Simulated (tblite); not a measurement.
C3H8SSi (charge +1 and doublet state).
Bonds: C1–C2 (double), C2–Si3, Si3–S4, S4–C5. Hydrogens: H6, H7 on C1; H8 on C2; H9, H10 on Si3; H11, H12, H13 on C5.

A start from a force field or distance geometry was refined with GFN2-xTB geometry optimisation, gas phase (tblite). Values at the start:

```csv
coordinate,start
C1=C2,1.316 Å
C1–H6,1.113 Å
C1–H7,1.096 Å
C2–Si3,1.831 Å
C2–H8,1.110 Å
Si3–S4,2.138 Å
Si3–H9,1.474 Å
S4–C5,1.830 Å
C5–H11,1.108 Å
C1–C2–Si3,124.6°
C2–Si3–S4,107.9°
Si3–S4–C5,105.6°
```

Question: How do these coordinates change at the GFN2-xTB level?

Answer: 
```csv
coordinate,GFN2-xTB (Å or °),change
Si3–S4,2.238,+0.100
C2–Si3,1.902,+0.071
S4–C5,1.793,-0.037
C1–H6,1.082,-0.031
C2–H8,1.085,-0.025
C1–H7,1.078,-0.018
C5–H11,1.091,-0.017
Si3–H9,1.458,-0.016
C1=C2,1.322,+0.006
C2–Si3–S4,100.7,-7.2
Si3–S4–C5,104.7,-0.9
C1–C2–Si3,124.1,-0.5
```

The energy falls by 35.5 kJ/mol over 134 L-BFGS steps, the largest force on an atom goes from 2.26 to 0.009 eV/Å, and the atoms move by 0.827 Å rms after alignment. The bond that changes most is Si3–S4 (ends: silicon bonded to C, S and 2 H; sulfur bonded to C and Si), which lengthens by 0.100 Å. Bonds longer at the end by more than 0.005 Å: 3 of 12; shorter: 8. Among the dihedrals that turn most is H10–Si3–S4–C5, from -84° to -157°. Rotational constants go from 7594, 1571, 1383 to 5634, 1585, 1494 MHz.

Time: 0.69 s of wall time. Hardware: one thread, Arm Neoverse V2 (aarch64), shared host with 96 logical CPUs at a one-minute load of 83.

Its GFN2-xTB frequencies are all real (lowest 29 cm⁻¹). 3 starts were optimised and ended at 0.00, 0.20 and 0.21 kcal/mol (GFN2-xTB); the lowest of these is shown.

One conformer stands for the species.

All values are computed, not measured.
